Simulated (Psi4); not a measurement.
C3H7O (SMILES C[C](C)O), doublet, at a GFN2-xTB geometry; B3LYP5/def2-SVP in Psi4 1.11.

Psi4 was given this input:
```
memory 2 GB

molecule {
0 2
O     0.00603261    1.39945068    0.10521327
C    -0.01052600    0.01737478    0.17269437
H     0.91691624    1.70866002    0.14601563
C    -1.34102772   -0.59836921   -0.06927069
C     1.24583048   -0.72781260   -0.10982389
H    -1.49928663   -0.83397408   -1.12962906
H     1.48877769   -0.74519186   -1.18250461
H    -2.11939352    0.09363073    0.24088969
H     2.09395553   -0.27939847    0.41110616
H    -1.43953471   -1.52700685    0.49162855
H     1.14464384   -1.75948281    0.21918865
}

set {
  basis def2-svp
  reference uks
}

energy('b3lyp5')
print_variables()
```

Problem. Predict the main parts of the log of this Psi4 run.

Solution. 
```
   => Loading Basis Set <=

    Name: DEF2-SVP
    Role: ORBITAL
    Keyword: BASIS

         ---------------------------------------------------------
                                   SCF
               by Justin Turney, Rob Parrish, Andy Simmonett
                          and Daniel G. A. Smith
                              UKS Reference
         ---------------------------------------------------------

  ==> Geometry <==

    Molecular point group: c1
    Full point group: C1

    Geometry (in Angstrom), charge = 0, multiplicity = 2:

       Center              X                  Y                   Z               Mass
    ------------   -----------------  -----------------  -----------------  -----------------
         O            0.015880642682     1.343404844046     0.091724903251    15.994914619570
         C           -0.000677967318    -0.038671055954     0.159206003251    12.000000000000
         H            0.926764272682     1.652614184046     0.132527263251     1.007825032230
         C           -1.331179687318    -0.654415045954    -0.082759056749    12.000000000000
         C            1.255678512682    -0.783858435954    -0.123312256749    12.000000000000
         H           -1.489438597318    -0.890019915954    -1.143117426749     1.007825032230
         H            1.498625722682    -0.801237695954    -1.195992976749     1.007825032230
         H           -2.109545487318     0.037584894046     0.227401323251     1.007825032230
         H            2.103803562682    -0.335444305954     0.397617793251     1.007825032230
         H           -1.429686677318    -1.583052685954     0.478140183251     1.007825032230
         H            1.154491872682    -1.815528645954     0.205700283251     1.007825032230

  Running in c1 symmetry.

  Rotational constants: A =      0.30366  B =      0.27448  C =      0.15337 [cm^-1]
  Rotational constants: A =   9103.43846  B =   8228.72179  C =   4597.82674 [MHz]
  Nuclear repulsion =  125.872571091765010

  Charge       = 0
  Multiplicity = 2
  Electrons    = 33
  Nalpha       = 17
  Nbeta        = 16

  ==> Algorithm <==

  SCF Algorithm Type is DF.
  DIIS enabled.
  MOM disabled.
  Fractional occupation disabled.
  Guess Type is SAD.
  Energy threshold   = 1.00e-06
  Density threshold  = 1.00e-06
  Integral threshold = 1.00e-12

  ==> Primary Basis <==

  Basis Set: DEF2-SVP
    Blend: DEF2-SVP
    Number of shells: 45
    Number of basis functions: 91
    Number of Cartesian functions: 95
[...]
      Ntotal   =   32.9999895454 ; deviation = -1.045e-05

   @Spin Contamination Metric:   3.454193273E-03
   @S^2 Expected:                7.500000000E-01
   @S^2 Observed:                7.534541933E-01
   @S   Expected:                5.000000000E-01
   @S   Observed:                5.000000000E-01

    Orbital Energies [Eh]
    ---------------------

    Alpha Occupied:

[...]
    Alpha Virtual:

[...]
    Beta Occupied:

[...]
      16A     -0.320218

    Beta Virtual:

[...]
    Final Occupation by Irrep:
              A
    DOCC [    16 ]
    SOCC [     1 ]
    NA   [    17 ]
    NB   [    16 ]

  @DF-UKS Final Energy:  -193.43861051938111

   => Energetics <=

    Nuclear Repulsion Energy =            125.8725710917650105
    One-Electron Energy =                -510.8134976385066466
    Two-Electron Energy =                 213.6061231722558205
    DFT Exchange-Correlation Energy =     -22.1038071448952955
    Empirical Dispersion Energy =           0.0000000000000000
    VV10 Nonlocal Energy =                  0.0000000000000000
    Total Energy =                       -193.4386105193811147

  UHF NO Occupations:
  HONO-2 :   15  A 1.9995917
  HONO-1 :   16  A 1.9991559
  HONO-0 :   17  A 1.0000000
  LUNO+0 :   18  A 0.0008441
  LUNO+1 :   19  A 0.0004083
  LUNO+2 :   20  A 0.0001517
  LUNO+3 :   21  A 0.0001204

Computation Completed

Properties will be evaluated at   0.000000,   0.000000,   0.000000 [a0]

Properties computed using the SCF density matrix

 Multipole Moments:

 ------------------------------------------------------------------------------------
     Multipole            Electronic (a.u.)      Nuclear  (a.u.)        Total (a.u.)
 ------------------------------------------------------------------------------------

 L = 1.  Multiply by 2.5417464519 to convert [e a0] to [Debye]
 Dipole X            :         -0.0758987            0.6141326            0.5382339
 Dipole Y            :          3.3432585           -3.4950724           -0.1518139
 Dipole Z            :          0.7651109           -0.8411477           -0.0760368
 Magnitude           :                                                    0.5643800

 ------------------------------------------------------------------------------------

  Variable Map:
  ----------------------------------------------------------------------------
[...]
  Array Variable Map:
  ----------------------------------------------------------------------------
[...]
[...]
```
